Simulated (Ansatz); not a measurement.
Mulliken charges of `FB1CS[SiH2]1` from r2SCAN/def2-TZVPP in Ansatz (PBE0-D4/def2-TZVP geometry).

```csv
atom,x (Å),y (Å),z (Å),charge (e)
F1,1.557,-1.359,0.855,-0.269
B2,0.616,-0.724,0.171,0.267
C3,0.909,0.360,-0.917,-0.071
S4,0.040,1.488,0.280,-0.177
Si5,-1.240,-0.235,0.686,0.204
H6,1.948,0.665,-1.046,0.082
H7,0.378,0.341,-1.865,0.099
H8,-2.380,-0.334,-0.263,-0.069
H9,-1.739,-0.249,2.083,-0.065
```

Q: By hand: the dipole of these point charges (1 e Å = 4.8032 D).

A: Σ q r = (-0.105, -0.037, -0.417) e Å, of length 0.432 e Å = 2.07 D.

Q: How does the dipole of the full density compare? (Estimate.)

A: Ansatz gave: (-0.151, -0.041, -0.231) e Å, 1.34 D; the point charges give 1.54 times that, at 19° from its direction.

Point charges leave out the atoms' own dipoles, such as those of lone pairs, and Mulliken's split depends on the basis, so the two needn't agree.
